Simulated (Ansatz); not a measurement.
A run for Ansatz (a quantum-chemistry and plane-wave program): R-BHLYP/def2-TZVPPD on HCl (SMILES Cl). Files ending in .json are basis or fitting sets from the Basis Set Exchange.

Ansatz 0.2 input:
```yaml
crystal:
  periodic: [false, false, false]
  atoms:
    - {symbol: Cl, position_ang: [-0.17970881, -0.27930657, -0.32260938]}
    - {symbol: H, position_ang: [-0.16222086, -0.20766951, 0.95905293]}
basis:
  gaussian:
    orbitals: def2-TZVPPD.json
hamiltonian:
  xc: {name: BHLYP}
scf: {lower_state_search: off}
```

Task: Give the final energy of this run.

Result: -460.8182 hartree.
